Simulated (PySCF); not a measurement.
Isomers of C7H8ClP, mass 158.005 u with the commonest isotopes. Level of theory: PBE0/pcSseg-1 in PySCF (dipole) on a GFN2-xTB geometry, gas phase. One conformer each, none proved a minimum here; rigid rotors.

**Question.** Order these by rotational constant C, smallest first.
A. `Cc1c(cc(cp1)Cl)C`
B. `[CH3:1][PH:2][c:3]1[cH:4][cH:5][c:6]([Cl:7])[cH:8][cH:9]1` with C1–P2–C3–C4 -71°
C. `CC1=PC(C)=C(Cl)C=C1`

**Answer.** B (491.4 MHz), A (591.3 MHz), C (619.0 MHz).

**Question.** Order these by radius of gyration √(Σ m r²/M), smallest first.
A. `[CH3:1][PH:2][c:3]1[cH:4][cH:5][c:6]([Cl:7])[cH:8][cH:9]1` with C1–P2–C3–C4 -71°
B. `Cc1cc(Cl)cpc1C`
C. `Cc1ccc(Cl)c(C)p1`

**Answer.** C (2.278 Å), B (2.330 Å), A (2.591 Å).

**Question.** Order these by dipole moment, largest first.
A. `p1c(C)ccc(Cl)c1C`
B. `Cc1c(cc(cp1)Cl)C`
C. `[CH3:1][PH:2][c:3]1[cH:4][cH:5][c:6]([Cl:7])[cH:8][cH:9]1` with C1–P2–C3–C4 -71°

**Answer.** B (2.61 D), C (1.71 D), A (1.46 D).

| SMILES | point group | Ia (u·Å²) | Ib (u·Å²) | Ic (u·Å²) | κ | μa (D) | μb (D) | μc (D) |
| --- | --- | --- | --- | --- | --- | --- | --- | --- |
| Cc1cc(Cl)cpc1C | Cs | 245.06 | 615.83 | 854.65 | -0.69 | 1.99 | 1.69 | 0.00 |
| CPc1ccc(Cl)cc1 | C1 | 131.40 | 961.18 | 1028.55 | -0.98 | 1.33 | 0.01 | 1.07 |
| Cc1ccc(Cl)c(C)p1 | Cs | 219.20 | 603.52 | 816.47 | -0.74 | 1.13 | 0.92 | 0.00 |
